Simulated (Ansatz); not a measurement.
Gas-phase electronic energies from Ansatz, PBE0-D4/def2-TZVP geometries. CCSD(T)/CBS is the MP2 limit (def2-TZVPP, def2-QZVPP) plus CCSD(T) − MP2 in def2-TZVPP, frozen cores. This one scheme is used for every species. Functionals use def2-TZVPP. B3LYP here is the variant with VWN-RPA as its local correlation; programs differ in this. For Br, Ga outer-core shells are correlated without core-valence functions, which leaves a few kJ/mol of doubt a bond. Scalar relativity is left out up to krypton. One conformer a species, not always the lowest.

`C[S][Al]([F])[SiH3]` + `[OH][Ga]([Br])[Br]` → `[SiH3][O][Ga]([Br])[Br]` + `C[S][AlH][F]`  (cleavage of the Si–Al bond)

| level | ΔE (kJ/mol) | difference from CCSD(T)/CBS |
| --- | --- | --- |
| r2SCAN-D4 | -80.6 | 8.4 |
| ωB97M-V | -92.1 | -3.1 |
| PBE | -58.4 | 30.6 |
| B3LYP | -86.8 | 2.2 |
| HF/def2-TZVPP | -117.7 | -28.7 |
| MP2/def2-TZVPP | -98.2 | -9.2 |
| CCSD(T)/def2-TZVPP | -89.3 | -0.3 |
| MP2/def2-QZVPP | -98.8 | -9.8 |
| SCS-MP2/def2-QZVPP | -103.2 | -14.2 |
| CCSD/CBS(def2) | -92.9 | -3.9 |
| CCSD(T)/CBS | -89.0 | 0 |

Largest T1 diagnostic among the species: 0.013.

In def2-TZVPP, CCSD(T) changes the Hartree–Fock value by +28.4 kJ/mol (the triples alone add +4.0 kJ/mol) and MP2 by +19.5 kJ/mol. From PBE to PBE0 (25 % exact exchange), in def2-TZVPP and without D4, ΔE moves by −10.7 kJ/mol.
